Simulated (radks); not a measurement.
The numbers below are computed, except where a source is named.
Task: Valence configurations of neutral gadolinium (all share [Xe]). Level of theory: scalar-relativistic Kohn-Sham, PBE, spin-polarised, spherical densities, finite nucleus; open shells are filled with parallel spins first (spin-orbit coupling, left out, can overturn this in heavy ions); Fermi nuclear charge, rms radius 5.1569 fm (a radial shooting solver on a logarithmic mesh with Libxc functionals). Order these by energy: 4f7 5d1 6s2; 4f7 6s2 6p1; 4f8 6s1 6p1; 4f6 5d2 6s2; 4f7 5d1 6s1 6p1; 4f7 6s1 6p2; 4f7 5d0.5 6s2 6p0.5; 4f7.5 5d1 6s1.5; 4f7 6p3.

Result: From the lowest, in eV above it: 4f7 5d1 6s2 0.000; 4f7.5 5d1 6s1.5 0.037; 4f7 5d0.5 6s2 6p0.5 0.884; 4f8 6s1 6p1 1.634; 4f7 5d1 6s1 6p1 1.886; 4f7 6s2 6p1 2.034; 4f7 6s1 6p2 4.203; 4f7 6p3 7.695; 4f6 5d2 6s2 10.164. NIST lists [Xe] 4f7 5d1 6s2 as the ground configuration; this level of theory agrees among the configurations tried. The energies are those of spherical high-spin densities, not of single terms. No valid solution was reached for [Xe] 4f9 5d0.5 6p0.5.
